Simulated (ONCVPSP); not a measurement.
Configuration tests for Pb (Z = 82) (ONCV)

* Element: lead (Pb)
* Generator: ONCVPSP 4.0.1
* Type: optimised norm-conserving Vanderbilt (ONCV)
* Functional: PBE
* Relativity: fully relativistic
* Frozen core: [Xe]
* Valence charge: 28
* Reference configuration: 4f14 5d10 6s2 6p1 (charge +1)
* Partial waves: 6s: rc 2.05 bohr, ncon 5, nbas 9, qcut 2.5 1/bohr, 2 projectors, debl 2.3 Ha; 6p: rc 2.05 bohr, ncon 4, nbas 9, qcut 4.3 1/bohr, 2 projectors, debl 1.9 Ha; 5d: rc 1.55 bohr, ncon 4, nbas 8, qcut 8.2 1/bohr, 2 projectors, debl 3.6 Ha; 4f: rc 0.65 bohr, ncon 3, nbas 8, qcut 23.9 1/bohr, 1 projector
* Local potential: polynomial inside 0.60 bohr (lpopt 5, dvloc0 4 Ha)
* Core correction: Teter function, fcfact 1.5, rcfact 1.4

Open shells are filled in proportion to 2j + 1.

Energies are relative to the spin-unpolarised reference configuration 4f14 5d10 6s2 6p1; without spin polarisation the order of configurations can differ from experiment.

| valence configuration | charge | ΔE all-electron (eV) | error AE − PS (meV) |
| --- | --- | --- | --- |
| 4f14 5d10 6s2 6p2 | 0 | -6.698 | 0.0 |
| 4f14 5d10 6s2 6p0 | +2 | 13.605 | +1.0 |
| 4f14 5d10 6s1 6p0 | +3 | 46.012 | +17 |
| 4f14 5d10 6s1 6p2 | +1 | 9.352 | -1.6 |

Note: ghosts flagged at negative energy: s at -1003.4 eV, s at -151.2 eV, p3/2 at -122.8 eV, p3/2 at -60.2 eV, p1/2 at -625.5 eV; GHOST(+) flagged for p1/2 at 25.2 eV, d5/2 at 290.8 eV, d3/2 at 308.7 eV, p3/2 at 538.0 eV. A true bound ghost makes a file unfit for plane-wave use.
